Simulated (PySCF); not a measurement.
CHCl2, SMILES Cl[CH]Cl (connectivity only; charge and spin as stated), charge +1, multiplicity 1.

Geometry optimised at B3LYP-D3(BJ)/def2-TZVP. The spin state was assumed, not searched. The isomer is the one that the SMILES or the coordinates give; other isomers of the formula were not compared.

Level of theory: PySCF with TDDFT-PBE0/def2-SVPD.

Vertical excitations. The molecule is in vacuum. State labels are in the subgroup C2v.

```tsv
state	symmetry	energy (eV)	λ (nm)	f	main pairs
S1	A2	4.06	305	0.000	HOMO→LUMO 100 %
S2	B1	4.17	297	0.000	HOMO−1→LUMO 100 %
S3	B2	5.77	215	0.201	HOMO−2→LUMO 96 %
S4	A1	8.02	155	0.037	HOMO−3→LUMO 94 %
S5	A2	8.57	145	0.000	HOMO−4→LUMO 97 %
S6	B2	8.83	140	0.043	HOMO→LUMO+1 92 %
S7	A1	8.90	139	0.001	HOMO−1→LUMO+1 96 %
S8	B1	8.97	138	0.000	HOMO−5→LUMO 99 %
S9	A2	8.99	138	0.000	HOMO−2→LUMO+1 97 %
S10	A1	10.46	118	0.003	HOMO→LUMO+2 97 %
T1	A2	3.73	332	0	HOMO→LUMO 100 %
T2	B1	3.76	330	0	HOMO−1→LUMO 99 %
T3	B2	3.79	327	0	HOMO−2→LUMO 100 %
T4	A1	5.48	226	0	HOMO−3→LUMO 99 %
```
Triplets are in the Tamm–Dancoff approximation, which puts them higher than full response would, so one can lie above its singlet here.
